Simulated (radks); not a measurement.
The mean radii <r> (bohr) of the occupied orbitals of an atom or ion are listed with their occupations. Method: scalar-relativistic Kohn-Sham, LDA (Slater exchange, Perdew-Wang correlation), spin-polarised, spherical densities, finite nucleus; Fermi nuclear charge, rms radius of each element as measured or else 0.836 A^(1/3) + 0.57 fm; computed with a radial shooting solver on a logarithmic mesh with Libxc functionals.

| orbital | occ. | <r> |
|---|---|---|
| 1s up | 1 | 0.04867 |
| 1s down | 1 | 0.04867 |
| 2s up | 1 | 0.2183 |
| 2s down | 1 | 0.2180 |
| 2p up | 3 | 0.1910 |
| 2p down | 3 | 0.1907 |
| 3s up | 1 | 0.6346 |
| 3s down | 1 | 0.6368 |
| 3p up | 3 | 0.6498 |
| 3p down | 3 | 0.6529 |
| 3d up | 5 | 0.6737 |
| 3d down | 2 | 0.6821 |

Name the element and its charge. Open shells, if any, are filled with parallel spins first.

Answer. Z = 31, gallium, charge +6: Ga6+ in [Ar] 3d7. The 1s radius gives Z: for a bare nucleus <r> = (2 gamma + 1)/(2Z) with gamma = sqrt(1 - (Z/c)^2), 0.04755 bohr for Z = 31, and screening makes it slightly larger (0.04867 here). The occupations add up to 25, and the charge is Z minus that.
